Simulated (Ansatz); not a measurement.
`[NH2][GeH2][SiH2]O`, relaxed with RKS PBE0-D4/def2-TZVP in Ansatz from a PBE-D4/def2-SVP geometry. The force threshold is 0.005 eV/Å; the program also tests the step.

Charge 0, multiplicity 1.

Start:

```xyz
11

N    -0.940    1.139   -0.548
Ge    0.147    0.638    0.945
Si    0.768   -1.476   -0.034
O     0.159   -1.185   -1.566
H    -1.942    0.986   -0.371
H    -0.832    2.129   -0.804
H     1.260    1.722    1.010
H    -0.675    0.700    2.268
H     0.111   -2.645    0.659
H     2.256   -1.713   -0.031
H    -0.311   -0.294   -1.528
```

```csv
step,energy (eV),largest force (eV/Å),largest move (Å)
1,-68035.9351,0.859,0.000
2,-68035.9859,0.570,0.037
3,-68036.0006,0.178,0.068
4,-68036.0046,0.168,0.038
5 (rejected),-68036.0045,0.225,0.094
6,-68036.0077,0.026,0.042
7,-68036.0079,0.007,0.009
8,-68036.0079,0.003,0.008
9,-68036.0079,0.008,0.010
10,-68036.0079,0.010,0.004
11,-68036.0079,0.008,0.003
12,-68036.0079,0.007,0.007
13,-68036.0080,0.008,0.007
14,-68036.0080,0.006,0.008
15,-68036.0080,0.003,0.005
```

End:

```xyz
11

N    -0.951    1.202   -0.522
Ge    0.119    0.643    0.922
Si    0.775   -1.457   -0.026
O     0.143   -1.281   -1.535
H    -1.943    1.116   -0.339
H    -0.775    2.157   -0.803
H     1.238    1.692    1.064
H    -0.706    0.628    2.225
H     0.186   -2.624    0.684
H     2.249   -1.645   -0.070
H    -0.335   -0.431   -1.601
```

It took 54 s on 4 threads of an Arm Neoverse V2 on a shared host, with 0.53 GiB of host memory at the peak.
